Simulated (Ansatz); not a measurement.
Geometry optimisation, Ansatz, RKS B3LYP-D4/def2-SVP.

input.yaml

```yaml
crystal:
  periodic: [false, false, false]
  atoms:
    - { symbol: Zr, position_ang: [0.192216, 0.0, -0.020882] }
    - { symbol: Cl, position_ang: [0.310552, 0.0, 2.458155] }
    - { symbol: F, position_ang: [1.971548, 0.0, -0.656323] }
    - { symbol: F, position_ang: [-0.611531, 1.572819, -0.706935] }
    - { symbol: F, position_ang: [-0.611531, -1.572819, -0.706935] }
    - { symbol: Br, position_ang: [-3.42594, 0.0, 1.432916] }
    - { symbol: H, position_ang: [-2.258914, 0.0, 2.377702] }
basis:
  gaussian: { orbitals: def2-SVP }
hamiltonian:
  xc: b3lyp
  dispersion: d4
relax:
  f_tol: 0.03
  max_steps: 50
```

Launched with:

```bash
$ ansatz run input.yaml --threads 4 --pin off --max-ram 5120MiB --backend cpu --events-out ev --progress --plain --runs-dir out
```

**Question.** Where does it end, and by what steps?

**Answer.** It converged. The force dipped under the threshold on the way, but the program's further checks kept it going. After 12 steps the energy has fallen by 0.185 eV; Br6 moved furthest, 0.49 Å. Joined: Zr1–Br6 (3.90 → 3.29 Å).

```
step  energy less start (eV)  largest force component (eV/Å)  accepted
   0                  0.0000                           1.204       yes
   1                 -0.0773                           1.185       yes
   2                 -0.1315                           0.204       yes
   3                 -0.1495                           0.222       yes
   4                 -0.1487                           0.893        no
   5                 -0.1682                           0.156       yes
   6                 -0.1794                           0.086       yes
   7                 -0.1823                           0.056       yes
   8                 -0.1814                           0.266        no
   9                 -0.1842                           0.019       yes
  10                 -0.1847                           0.039       yes
  11                 -0.1845                           0.065        no
  12                 -0.1848                           0.015       yes
```

```xyz
7
Properties=species:S:1:pos:R:3
Zr 0.087 0.000 0.047
Cl 0.424 0.000 2.406
F 1.851 0.000 -0.644
F -0.654 1.595 -0.678
F -0.654 -1.595 -0.678
Br -2.999 0.000 1.194
H -2.488 0.000 2.532
```

Whether the end is a true minimum wasn't checked by a vibrational analysis.

The run took 38 s on 4 threads of Arm Neoverse V2, with other jobs on the host, peak memory 0.37 GiB.
